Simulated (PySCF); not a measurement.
Atom-mapped SMILES (the numbers label the heavy atoms): `[CH3:1][CH2:2][P:3]([CH2:4][CH3:5])[CH2:6][CH3:7]` (H(Xn): hydrogen on atom n).

Geometry: PBE0-D3(BJ)/def2-SVP; GIAO absolute shieldings from PySCF, gas phase, non-relativistic, averaged over equivalent atoms.

At mPW1PW91/pcSseg-1 (201 basis functions, 27 s wall time on 1 thread of an Intel Xeon Platinum 8488C, shared host):
```csv
atoms,σ (ppm)
C2/C4/C6,158.5
C1/C5/C7,171.7
P3,347.3
H(C2)/H(C4)/H(C6),30.21
H(C1)/H(C5)/H(C7),30.26
```

Question: Estimate the result of repeating the calculation with HF/pcSseg-1.

Answer: 
```tsv
atoms	σ at HF/pcSseg-1	change
C2/C4/C6	170.5	+12.0
C1/C5/C7	179.3	+7.6
P3	394.4	+47.1
H(C2)/H(C4)/H(C6)	30.81	+0.60
H(C1)/H(C5)/H(C7)	30.61	+0.35
```

The largest change is at P3 (phosphorus bonded to 3 C). Cost: 201 basis functions, 15 s wall time on 1 thread of an Intel Xeon Platinum 8488C, shared host.
